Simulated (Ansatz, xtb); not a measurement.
# Relative energy of two structures of Al2F4H2S2

We compare X, `[F][Al-]1([F])[SH+][Al-]([F])([F])[SH+]1`, a singlet, with Y, a singlet given by its coordinates. Both are isolated molecules in the gas phase, relaxed with PBE0-D4/def2-SVP.

X (Å):

```json
{"atom": "Al", "x (Å)": "0.7424", "y (Å)": "-1.1709", "z (Å)": "0.7176"}
{"atom": "Al", "x (Å)": "-0.7256", "y (Å)": "1.1607", "z (Å)": "-0.7170"}
{"atom": "F", "x (Å)": "0.7402", "y (Å)": "-2.6627", "z (Å)": "-0.0073"}
{"atom": "F", "x (Å)": "1.4849", "y (Å)": "-0.8537", "z (Å)": "2.1665"}
{"atom": "F", "x (Å)": "-0.7227", "y (Å)": "2.6519", "z (Å)": "0.0093"}
{"atom": "F", "x (Å)": "-1.4685", "y (Å)": "0.8452", "z (Å)": "-2.1660"}
{"atom": "S", "x (Å)": "-1.4565", "y (Å)": "-0.3831", "z (Å)": "0.8849"}
{"atom": "S", "x (Å)": "1.4729", "y (Å)": "0.3722", "z (Å)": "-0.8851"}
{"atom": "H", "x (Å)": "-1.1933", "y (Å)": "0.4296", "z (Å)": "1.9369"}
{"atom": "H", "x (Å)": "1.2092", "y (Å)": "-0.4407", "z (Å)": "-1.9369"}
```

Y (Å):

```yaml
atoms:
  - { symbol: Al, position_ang: [-1.4980, -1.2080, -0.8185] }
  - { symbol: Al, position_ang: [0.5377, 0.8353, -1.3887] }
  - { symbol: F, position_ang: [-1.0706, -2.4883, 0.1438] }
  - { symbol: F, position_ang: [-0.6855, 0.2948, -0.1659] }
  - { symbol: F, position_ang: [2.0359, 0.8707, -0.6980] }
  - { symbol: F, position_ang: [-0.1324, 2.1187, -2.1921] }
  - { symbol: S, position_ang: [-3.5481, -0.7769, -1.3947] }
  - { symbol: S, position_ang: [0.0881, -1.1051, -2.5851] }
  - { symbol: H, position_ang: [-3.2886, 0.5449, -1.5257] }
  - { symbol: H, position_ang: [-0.7376, -0.4874, -3.4628] }
```

Close contacts (Å): Al1–F3 1.66, Al1–F4 1.83, Al1–S7 2.17, Al1–S8 2.38, Al2–F4 1.81, Al2–F5 1.65, Al2–F6 1.66, Al2–S8 2.32, S7–H9 1.35, S8–H10 1.35.

Estimate E(Y) − E(X) at the level CCSD(T)/def2-SVP + ΔMP2/def2-TZVPP.

CCSD(T)/def2-SVP + ΔMP2/def2-TZVPP gives E(Y) − E(X) = −0.61 kcal/mol, slightly favouring structure Y, which is too small a margin to settle the true order.

Level by level:

| level | geometry | E(Y) − E(X) (kcal/mol) | departure from the last row (kcal/mol) | job, with rough time for the two |
| --- | --- | --- | --- | --- |
| PBE0-D4/def2-SVP | PBE0-D4/def2-SVP | −1.74 | −1.13 | optimisation, 1.8 min |
| HF/def2-SVP | PBE0-D4/def2-SVP | −5.11 | −4.49 | part of the CCSD(T) run |
| MP2/def2-SVP | PBE0-D4/def2-SVP | −3.61 | −3.00 | part of the CCSD(T) run |
| CCSD(T)/def2-SVP | PBE0-D4/def2-SVP | −3.99 | −3.38 | single point |
| CCSD(T)/def2-SVP + ΔMP2/def2-TZVPP | PBE0-D4/def2-SVP | −0.61 |  | single point, 2.3 min |

The largest departure from CCSD(T)/def2-SVP + ΔMP2/def2-TZVPP is that of HF/def2-SVP, 4.49 kcal/mol. Levels run at GFN2-xTB geometries aren't shown. The last row adds to CCSD(T) the change of the MP2 difference between the two basis sets, here +3.38 kcal/mol, a large step that makes the value less sure.

With thermal terms from frequencies at re-optimised GFN2-xTB minima (ideal gas, soft modes damped towards free rotors, one conformer each, 298.15 K, 1 atm): the zero-point term adds −0.20 kcal/mol; ΔH is −0.76 and ΔG −1.17 kcal/mol.

The correlated steps freeze 24 core orbitals. Programs: Ansatz 0.2.0, xtb 6.7.1; the last row on 2 threads of Arm Neoverse V2 on a shared host.
